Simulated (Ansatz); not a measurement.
Geometry optimisation, Ansatz, RKS PBE-D4/6-31G.

Input file:

```yaml
crystal:
  periodic: [false, false, false]
  atoms:
    - { symbol: C, position_ang: [1.6296, 1.0896, 0.6195] }
    - { symbol: C, position_ang: [0.8543, 0.099, -0.2581] }
    - { symbol: Si, position_ang: [1.5103, -1.6167, 0.0344] }
    - { symbol: B, position_ang: [-0.6459, 0.1265, 0.0115] }
    - { symbol: Si, position_ang: [-1.9501, 0.4851, -1.4582] }
    - { symbol: P, position_ang: [-1.4297, -0.1937, 1.7854] }
    - { symbol: H, position_ang: [1.491, 0.9063, 1.6928] }
    - { symbol: H, position_ang: [1.2156, 2.168, 0.4039] }
    - { symbol: H, position_ang: [2.6685, 1.1604, 0.4041] }
    - { symbol: H, position_ang: [1.0436, 0.348, -1.3013] }
    - { symbol: H, position_ang: [1.26923, -1.99511, 1.45034] }
    - { symbol: H, position_ang: [0.74528, -2.6021, -0.78567] }
    - { symbol: H, position_ang: [2.9377, -1.64516, -0.28582] }
    - { symbol: H, position_ang: [-2.7594, 1.7058, -1.0972] }
    - { symbol: H, position_ang: [-1.201, 0.7007, -2.6798] }
    - { symbol: H, position_ang: [-2.8525, -0.6174, -1.5954] }
    - { symbol: H, position_ang: [-2.3104, 0.9645, 1.7497] }
    - { symbol: H, position_ang: [-2.4333, -1.1452, 1.3381] }
basis:
  gaussian: { orbitals: "6-31G" }
hamiltonian:
  xc: pbe
  dispersion: d4
relax:
  f_tol: 0.015
  max_steps: 40
```

Command:

```bash
$ ansatz run input.yaml --threads 1 --pin off --max-ram 2048MiB --backend cpu --events-out ev --progress --plain --runs-dir out
```

Question: Where does it end, and by what steps?

Answer: It converged. The force dipped under the threshold on the way, but the program's further checks kept it going. Limits of this set-up: no polarisation functions. After 20 steps the energy has fallen by 0.957 eV; H18 moved furthest, 1.70 Å.

| step | energy less start (eV) | largest force component (eV/Å) | accepted |
| --- | --- | --- | --- |
| 0 | 0.0000 | 2.387 | yes |
| 1 | -0.4408 | 0.878 | yes |
| 2 | -0.5333 | 0.483 | yes |
| 3 | -0.5535 | 0.346 | yes |
| 4 | -0.6016 | 0.225 | yes |
| 5 | -0.6599 | 0.383 | yes |
| 6 | -0.7050 | 0.598 | yes |
| 7 | -0.7524 | 0.655 | yes |
| 8 | -0.8018 | 0.626 | yes |
| 9 | -0.8481 | 0.473 | yes |
| 10 | -0.8947 | 0.432 | yes |
| 11 | -0.9360 | 0.120 | yes |
| 12 | -0.9492 | 0.109 | yes |
| 13 | -0.9535 | 0.126 | yes |
| 14 | -0.9556 | 0.037 | yes |
| 15 | -0.9562 | 0.035 | yes |
| 16 | -0.9559 | 0.062 | no |
| 17 | -0.9564 | 0.012 | yes |
| 18 | -0.9566 | 0.009 | yes |
| 19 | -0.9567 | 0.013 | yes |
| 20 | -0.9568 | 0.010 | yes |

```xyz
18
Properties=species:S:1:pos:R:3
C 1.548 1.065 1.001
C 0.765 0.378 -0.141
Si 1.454 -1.458 -0.364
B -0.776 0.184 0.006
Si -1.960 -0.105 -1.627
P -1.587 -0.019 1.732
H 1.440 0.515 1.953
H 1.174 2.092 1.168
H 2.628 1.134 0.778
H 1.000 0.846 -1.120
H 1.300 -2.207 0.940
H 0.754 -2.216 -1.470
H 2.931 -1.354 -0.697
H -2.679 1.202 -1.940
H -1.181 -0.480 -2.877
H -3.046 -1.148 -1.426
H -1.047 1.044 2.554
H -2.936 0.467 1.559
```

Run time: 2.9 min on 1 thread of Arm Neoverse V1 (shared host), peak memory 0.17 GiB.
